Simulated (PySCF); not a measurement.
# Cl2Zn: a base run and its variants

Base input, run as `OMP_NUM_THREADS=1 python input.py` with PySCF 2.14:

```python
from pyscf import gto, scf
from pyscf.geomopt.geometric_solver import optimize

mol = gto.M(
    atom='Zn 0 0 0; Cl 2.0842 0 0; Cl -2.0842 0 0',
    basis='cc-pvdz',
    charge=0,
    spin=0,
    verbose=3,
)
mf = scf.UHF(mol)
mf = mf.density_fit(auxbasis='def2-universal-jkfit')
mf.kernel()
mol_eq = optimize(mf, maxsteps=30)
print('optimised geometry (angstrom)')
print(mol_eq.tostring('raw'))
print('orbital energies (hartree):', [e[max(0, n-3):n+3].round(4) for e, n in zip(mf.mo_energy, mol.nelec)])
```

Base result: E(SCF) = -2696.980003 Eh. The last line lists the levels of the start geometry. No search for the lowest solution was made.

It ran on Arm Neoverse N1 (1 thread, shared host) in 22 s, peak memory 0.24 GiB.

Each row names what differs from the base; energies in brackets are changes from the base.

```tsv
change	result	wall time (s)
step after the SCF: optimize → gradient	E(SCF) = -2696.980003 Eh (+0.0000 eV), μ(SCF) = 0.00 D	6.8
step after the SCF: optimize → mp2; frozen orbitals: default → 15	E(SCF) = -2696.980003 Eh (+0.0000 eV), E(MP2) − E(SCF) = -0.89460 Eh, μ(SCF) = 0.00 D	3.7
PCM solvent, dielectric constant: none → 32.6; step after the SCF: optimize → analyze	E(SCF) = -2697.022579 Eh (-1.1586 eV), μ(SCF) = 0.00 D	15
convergence threshold: default → 0.001 [unsound on purpose]	E(SCF) = -2696.979982 Eh (+0.0006 eV)	19
cycle limit: 50 → 5	the SCF does not converge, then it stops with RuntimeError (Nuclear gradients of <pyscf.scf.hf.DFUHF_Scanner object> not converged) after the SCF	7.4
basis set: cc-pvdz → x2c-svpall; spin-free X2C: off → on	E(SCF) = -2715.558411 Eh	20
initial guess: minao → core (no such guess here, so PySCF falls back to its default)	E(SCF) = -2696.980003 Eh (+0.0000 eV)	22
convergence threshold: default → 1e-16 [unsound on purpose]	the SCF does not converge, then it stops with RuntimeError (Nuclear gradients of <pyscf.scf.hf.DFUHF_Scanner object> not converged) after the SCF	29
```
